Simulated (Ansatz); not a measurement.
`[Cl][Hf]([Cl])([Cl])[Cl]` + H₂S → `[SH][Hf]([Cl])([Cl])[Cl]` + HCl at 298.15 K and 1 bar (ligand exchange at the Hf–Cl bond).

Computed with Ansatz on PBE0-D4/def2-TZVP structures; ΔE is electronic, products minus reactants. CCSD(T)/CBS adds triple-zeta CCSD(T) − MP2 to the extrapolated MP2 energy (def2 sets, frozen cores). This one scheme is used for every species. def2 core potentials past Kr. For Hf outer-core shells are correlated without core-valence functions, which leaves a few kJ/mol of doubt a bond. One conformer a species, not always the lowest.

```json
{"species": "`[Cl][Hf]([Cl])([Cl])[Cl]`", "CCSD(T)/CBS energy (Eh)": "-1887.32756", "H − E (kJ/mol)": "35.3", "S (J/(mol·K))": "375.2"}
{"species": "H₂S", "CCSD(T)/CBS energy (Eh)": "-398.97279", "H − E (kJ/mol)": "49.9", "S (J/(mol·K))": "205.7"}
{"species": "`[SH][Hf]([Cl])([Cl])[Cl]`", "CCSD(T)/CBS energy (Eh)": "-1825.89364", "H − E (kJ/mol)": "57.2", "S (J/(mol·K))": "415.7"}
{"species": "HCl", "CCSD(T)/CBS energy (Eh)": "-460.38127", "H − E (kJ/mol)": "26.6", "S (J/(mol·K))": "186.8"}
```

H − E and S are ideal-gas, rigid-rotor, harmonic terms from PBE0-D4/def2-TZVP, for one conformer and one mirror image of each species. 1 Eh = 2625.50 kJ/mol, R = 8.31446 J/(mol·K).

Question: By hand: ΔE, ΔH, ΔS and ΔG.

Answer: ΔE = (-1825.89364) + (-460.38127) − (-1887.32756) − (-398.97279) = 0.02544 Eh = 66.8 kJ/mol. Δ(H − E) = 57.2 + 26.6 − 35.3 − 49.9 = -1.4, so ΔH = 65.4 kJ/mol. ΔS = 415.7 + 186.8 − 375.2 − 205.7 = 21.6 J/(mol·K). ΔG = 65.4 − 298.15 × (21.6)/1000 = 59.0 kJ/mol.

Question: By hand: the equilibrium constant, and the temperature at which ΔG would vanish if ΔH and ΔS stayed fixed.

Answer: log₁₀ K = −ΔG/(RT ln 10) = -10.3. ΔG = 0 at ΔH/ΔS = 3028 K, far beyond where these terms or the molecules hold.

ΔH outweighs TΔS. A doubt of 5 kJ/mol in ΔE shifts log₁₀ K by 0.9 here. Other conformers and mirror images would add mixing entropy, several J/(mol·K) or more a flexible species. These are equilibria of isolated gas molecules and say nothing of rates. Largest T1 diagnostic: 0.014 (customary marks: 0.02 for closed shells, 0.045 for open ones).
